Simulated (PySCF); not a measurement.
ICl: from constants to spectrum

RHF-CCSD(T) constants of ICl, ¹Σ⁺ (singlet), closed shell (I def2-SVP with ECP28, Cl def2-SVP; scalar-relativistic core potentials (PySCF 2.14); masses 126.9045 and 34.9689 u):

```
ωe           : 357.1 cm⁻¹
ωexe         : 1.56 cm⁻¹
Be           : 0.1074 cm⁻¹
αe           : 0.000534 cm⁻¹
De to I + Cl : 1.74 eV
```

(1) What force constant and bond length do these constants imply?

(2) Estimate the centrifugal constant D from the Kratzer relation and find the Dunham coefficient a1.

Correlated steps freeze 9 core orbitals. Correlated levels converge slowly with the basis: in double zeta they bind strong bonds too weakly, by up to about 1 eV, and carry superposition errors of some tenths. Spin–orbit coupling is left out, which matters for elements this heavy, above all for dissociation energies. Where the molecule has an RHF reference, its open-shell atoms are computed with UHF.

Answers

(1) Reduced mass μred = 27.415 u; k = 5.8918×10⁻⁷·μred·ωe² (u, cm⁻¹, mdyn/Å) = 2.06 mdyn/Å; Re = √(16.8576/(μred·Be)) (u, cm⁻¹, Å) = 2.393 Å.

(2) D = 4Be³/ωe² = 3.89e-08 cm⁻¹; a1 = −1 − αeωe/(6Be²) = -3.76.
